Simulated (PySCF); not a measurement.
**Two-component Hartree-Fock for Os⁴¹⁺ (osmium, charge +41)**

Start: [Ar] 3d10 4s2 4p5; 4p1/2 filled at m_j = +1/2; 4p3/2 filled at m_j = -3/2, -1/2, +1/2, +3/2. Calculated with PySCF 2.14 in an uncontracted even-tempered set (16 s from 5 bohr⁻², ratio 2.8; 14 p from 6.5 bohr⁻², ratio 2.8; 8 d from 12 bohr⁻², ratio 2.8; 4 f from 31 bohr⁻², ratio 3): generalised Hartree-Fock with the X2C-1e Hamiltonian and a Gaussian nucleus; one run each with spin-orbit coupling (SO) screened by Boettger's factors, then bare. This is a chosen level, not necessarily the ground level.

```json
{"spinor shell": "1s1/2", "electrons": "2", "ε, screened SO (eV)": "-76187.0", "ε, bare SO (eV)": "-76185.5", "weight of nominal j (bare SO)": "1.000", "rms radius, bare SO (bohr)": "0.0201"}
{"spinor shell": "2s1/2", "electrons": "2", "ε, screened SO (eV)": "-14998.5", "ε, bare SO (eV)": "-14998.0", "weight of nominal j (bare SO)": "1.000", "rms radius, bare SO (bohr)": "0.0809"}
{"spinor shell": "2p1/2", "electrons": "2", "ε, screened SO (eV)": "-14421.8", "ε, bare SO (eV)": "-14457.6", "weight of nominal j (bare SO)": "1.000", "rms radius, bare SO (bohr)": "0.0685"}
{"spinor shell": "2p3/2", "electrons": "4", "ε, screened SO (eV)": "-12884.5", "ε, bare SO (eV)": "-12873.1", "weight of nominal j (bare SO)": "1.000", "rms radius, bare SO (bohr)": "0.0763"}
{"spinor shell": "3s1/2", "electrons": "2", "ε, screened SO (eV)": "-4956.3", "ε, bare SO (eV)": "-4956.2", "weight of nominal j (bare SO)": "1.000", "rms radius, bare SO (bohr)": "0.204"}
{"spinor shell": "3p1/2", "electrons": "2", "ε, screened SO (eV)": "-4701.4", "ε, bare SO (eV)": "-4709.5", "weight of nominal j (bare SO)": "1.000", "rms radius, bare SO (bohr)": "0.195"}
{"spinor shell": "3d3/2", "electrons": "4", "ε, screened SO (eV)": "-3939.3", "ε, bare SO (eV)": "-3946.5", "weight of nominal j (bare SO)": "1.000", "rms radius, bare SO (bohr)": "0.184"}
{"spinor shell": "3d5/2", "electrons": "6", "ε, screened SO (eV)": "-3863.9", "ε, bare SO (eV)": "-3859.4", "weight of nominal j (bare SO)": "1.000", "rms radius, bare SO (bohr)": "0.188"}
{"spinor shell": "4s1/2", "electrons": "2", "ε, screened SO (eV)": "-2266.2", "ε, bare SO (eV)": "-2266.1", "weight of nominal j (bare SO)": "1.000", "rms radius, bare SO (bohr)": "0.431"}
{"spinor shell": "4p1/2", "electrons": "1", "ε, screened SO (eV)": "-2162.6", "ε, bare SO (eV)": "-2165.2", "weight of nominal j (bare SO)": "1.000", "rms radius, bare SO (bohr)": "0.424"}
{"spinor shell": "4p3/2", "electrons": "4", "ε, screened SO (eV)": "-2048.1", "ε, bare SO (eV)": "-2047.3", "weight of nominal j (bare SO)": "1.000", "rms radius, bare SO (bohr)": "0.448"}
```

Where does 3p3/2 lie, and what is the 3p spin-orbit splitting (bare SO)?

At -4348.0 eV, 361.44 eV above 3p1/2.

| quantity | screened SO | bare SO |
| --- | --- | --- |
| E (hartree) | -16185.56927 | -16186.92091 |
| M_J | 1/2 | 1/2 |
| ⟨J²⟩ | 0.751 | 0.751 |
| ⟨L²⟩ | 2.074 | 2.080 |
| ⟨S²⟩ | 0.822 | 0.827 |

Each row is a mean over spinors that exchange with the open shell spreads, by up to 7.168 eV (3p1/2).

Breit and QED terms are absent; they matter most for the inner s and p1/2 levels.

Densities and radii are taken from the X2C orbitals without a picture-change correction, which distorts them close to the nucleus.
